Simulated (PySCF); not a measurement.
## C6H7O2: g tensor and hyperfine couplings

Species: C6H7O2 (doublet state).
Atom-mapped SMILES: `[CH2:1][c:2]1[cH:3][cH:4][c:5]([O:6][CH3:7])[o:8]1` (hydrogens: H9, H10 on C1; H11 on C3; H12 on C4; H13, H14, H15 on C7)

Geometry (GFN2-xTB, Å), atoms numbered from 1 in this order:
```xyz
15
C6H7O2 angstrom
C     -2.364    1.031    0.540
C     -1.374    0.360   -0.108
C     -1.363   -0.340   -1.334
C     -0.071   -0.837   -1.514
C      0.651   -0.432   -0.413
O      1.937   -0.669   -0.137
C      2.423   -0.128    1.078
O     -0.105    0.284    0.441
H     -3.344    1.087    0.110
H     -2.182    1.511    1.481
H     -2.202   -0.455   -1.988
H      0.309   -1.416   -2.329
H      3.470   -0.417    1.133
H      1.876   -0.533    1.933
H      2.333    0.962    1.084
```

The hyperfine couplings belong to this conformer and change with its torsions.

Theory: UKS B3LYP, pcH-1 on C H O, non-relativistic, mean-field spin-orbit, GIAO (PySCF). The structure is a single GFN2-xTB conformer in the gas phase; no vibrational or solvent corrections. A GFN2-xTB geometry isn't a minimum of the functional, and hyperfine couplings can be far from their values at a DFT geometry. The SCF solution wasn't tested for stability.

```json
{
  "g1, g2, g3": "2.00213, 2.00287, 2.00341",
  "g_iso": "2.00280",
  "Form of g": "rhombic: the two nearest values differ by 42 % of g3 − g1",
  "⟨S²⟩": "0.7717 (exact 0.7500)",
  "α and β electrons": "30, 29",
  "Total energy": "-383.24909 Eh"
}
```

Isotropic coupling and dipolar principal values T1 to T3, in 10⁻⁴ cm⁻¹ (1 × 10⁻⁴ cm⁻¹ = 2.998 MHz):

```tsv
atom	isotope	a_iso	T1	T2	T3	Mulliken spin population
C1	13C	15.4	-15.2	-14.9	30.0	0.60
C2	13C	-13.4	-6.9	2.7	4.2	-0.18
C3	13C	11.5	-10.9	-10.8	21.7	0.40
C4	13C	-7.3	-1.7	0.7	1.0	-0.08
C5	13C	8.4	-9.0	-8.6	17.6	0.26
O6	17O	-2.9	-8.3	3.9	4.4	0.04
C7	13C	-0.7	-0.2	-0.1	0.3	0.00
O8	17O	-0.4	-2.3	0.9	1.4	0.01
H9	1H	-11.8	-6.8	-0.2	7.0	-0.03
H10	1H	-12.2	-7.3	0.0	7.3	-0.03
H11	1H	-9.2	-5.0	-0.4	5.3	-0.02
H12	1H	0.5	-0.9	-0.1	1.0	0.00
H13	1H	-0.2	-0.4	-0.4	0.8	0.00
H14	1H	2.3	-0.5	-0.3	0.8	0.00
H15	1H	2.3	-0.5	-0.3	0.8	0.00
```

The largest Mulliken spin populations are on C1 (+0.60), C3 (+0.40), C5 (+0.26) and C2 (-0.18). Three atoms exceed +0.15. The positive populations add up to 1.33 and the negative ones to -0.33, together 2S = 1. The angles at C1 add up to 360.0°, so it is planar.

Axes: g2 points within 3° of the C1–C2 bond and g3 points within 6° of the C4–C5 bond.

Under fast tumbling the dipolar parts average out, and these isotropic splittings remain: 1 × 1H (H10, I = 1/2, 2 lines) with 1.30 mT, 1 × 1H (H9, I = 1/2, 2 lines) with 1.27 mT, 1 × 1H (H11, I = 1/2, 2 lines) with 0.98 mT, 3 × 1H (H13/H14/H15, I = 1/2, 4 lines) with 0.15 mT and 1 × 1H (H12, I = 1/2, 2 lines) with 0.05 mT.

Nuclei that the bonding pattern makes equivalent are averaged, as if the motion that swaps them (rotation, inversion, ring flip) were fast. H9 and H10 aren't averaged: C1 is flat or nearly so (angle sum 360°), and its turn about the short C1–C2 bond (1.36 Å) is taken as slow. The three 1H nuclei of mean +4.3 MHz run from -0.6 to 6.8 MHz in the frozen geometry.

The 17O coupling of O6 (-8.8 MHz) shows only in satellite lines or after enrichment, since that isotope makes up about 0.038 % of natural oxygen.

The 13C coupling of C1 (46.1 MHz) shows only in satellite lines or after enrichment, since that isotope makes up about 1.07 % of natural carbon.

β density exceeds α density at some nuclei, such as C2 (-0.0357), C4 (-0.0196) and H10 (-0.0082), spin density in bohr⁻³. In a single determinant that takes different orbitals for the two spins, that is spin polarisation.
